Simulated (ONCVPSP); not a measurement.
Before and after: ONCV potential for silicon

```json
{"Element": "silicon", "Generator": "ONCVPSP 4.0.1", "Type": "optimised norm-conserving Vanderbilt (ONCV)", "Functional": "LDA (Perdew-Zunger)", "Relativity": "scalar-relativistic", "Frozen core": "[He]", "Valence charge": "12", "Reference configuration": "2s2 2p6 3s2 3p2", "Partial waves": "2s+3s: rc 1.00 bohr, ncon 3, nbas 7, qcut 10.9 1/bohr, 2 projectors; 2p+3p: rc 0.80 bohr, ncon 4, nbas 7, qcut 15.1 1/bohr, 2 projectors", "Local potential": "polynomial inside 0.50 bohr (lpopt 2, dvloc0 0 Ha)", "Core correction": "none"}
```

Change: all radii scaled by about 0.86 (s 0.86, p 0.68 bohr); local potential polynomial inside 0.42 bohr (lpopt 2, dvloc0 0 Ha).

Cutoffs: the cutoffs (Ha) at which the residual kinetic energy of the hardest occupied pseudo-wave falls to 1 and 0.1 mHa per electron; they do not see the model core or the augmentation charge, which bear on the density cutoff. Errors are all-electron minus pseudo energies relative to the spin-unpolarised reference configuration.

Question: How do hardness, ghosts and transferability respond?

Answer: The potential gets harder (104 Ha and 161 Ha → 240 Ha and 325 Ha); of the 4 tests that both files solve, the error grows in 0 and shrinks in 2 by more than 15 % and 0.3 meV (median size 1.6 → 1.3 meV); neither file shows a bound ghost. A smaller radius makes the pseudo-wave follow the all-electron one further in, where it bends more sharply, so more plane waves are needed.

| quantity | base | changed |
| --- | --- | --- |
| cutoff, loose | 104 Ha | 240 Ha |
| cutoff, tight | 161 Ha | 325 Ha |
| loose cutoff by channel | s 32 Ha, p 104 Ha | s 30 Ha, p 240 Ha |
| bound ghosts | none | none |
| GHOST(+) flags under 300 eV | none | none |
| error for 2s2 2p6 3s2 3p1, meV [ΔE 7.83 eV] | +0.4 | +0.3 |
| error for 2s2 2p6 3s2 3p0, meV [ΔE 23.94 eV] | +2.4 | +2.0 |
| error for 2s2 2p6 3s1 3p0, meV [ΔE 58.09 eV] | +0.8 | +0.6 |
| error for 2s1 2p6 3s2 3p2, meV [ΔE 152.29 eV] | -370 | -272 |
